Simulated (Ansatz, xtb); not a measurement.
**C7H6Cl+: 4 structures ranked**

4 gas-phase structures of C7H6Cl+, from a drawn sample of its isomers (lower ones may exist). Each was relaxed with GFN2-xTB:

A. `Clc1ccccc[cH+]1`, a singlet
B. `Cl[CH+]c1ccccc1`, a singlet
C. `[CH2+]c1ccccc1Cl`, a singlet
D. `[CH2+]c1cccc(Cl)c1`, a singlet

**Question.** Make a reasoned guess at their ranking by r2SCAN-D4/def2-SVP single-point energy.

**Answer.** Calculated order at r2SCAN-D4/def2-SVP: A (0.000), B (0.082), C (0.366), D (0.536) eV.

Energies above the lowest of each column, in eV; the last columns are at B3LYP/def2-SVP geometries (a dash: not run or not comparable):

```json
{"structure": "A", "GFN2-xTB": "0.000", "HF/STO-3G": "0.000", "r2SCAN-D4/def2-SVP": "0.000", "B3LYP/def2-SVP": "0.000", "CCSD(T)/def2-SVP + ΔMP2/def2-TZVPP": "0.000"}
{"structure": "B", "GFN2-xTB": "0.064", "HF/STO-3G": "0.354", "r2SCAN-D4/def2-SVP": "0.082", "B3LYP/def2-SVP": "0.100", "CCSD(T)/def2-SVP + ΔMP2/def2-TZVPP": "0.066"}
{"structure": "C", "GFN2-xTB": "0.294", "HF/STO-3G": "0.349", "r2SCAN-D4/def2-SVP": "0.366", "B3LYP/def2-SVP": "0.389", "CCSD(T)/def2-SVP + ΔMP2/def2-TZVPP": "0.310"}
{"structure": "D", "GFN2-xTB": "0.559", "HF/STO-3G": "0.391", "r2SCAN-D4/def2-SVP": "0.536", "B3LYP/def2-SVP": "0.536", "CCSD(T)/def2-SVP + ΔMP2/def2-TZVPP": "–"}
```

Every level run on A puts it lowest or level with the lowest. Flexible structures stand in one conformer each, not always the lowest. Frequencies (GFN2-xTB) were run for A, B, C alone. ΔMP2 is the change of the MP2 energy from the smaller to the larger basis.

Over these structures GFN2-xTB departs from r2SCAN-D4/def2-SVP by 0.028 eV on average once a common shift is removed. A GFN2-xTB relaxation took about 0.074 s and the r2SCAN-D4/def2-SVP energy about 2.4 s on a shared host (Ansatz 0.2.0, xtb 6.7.1).
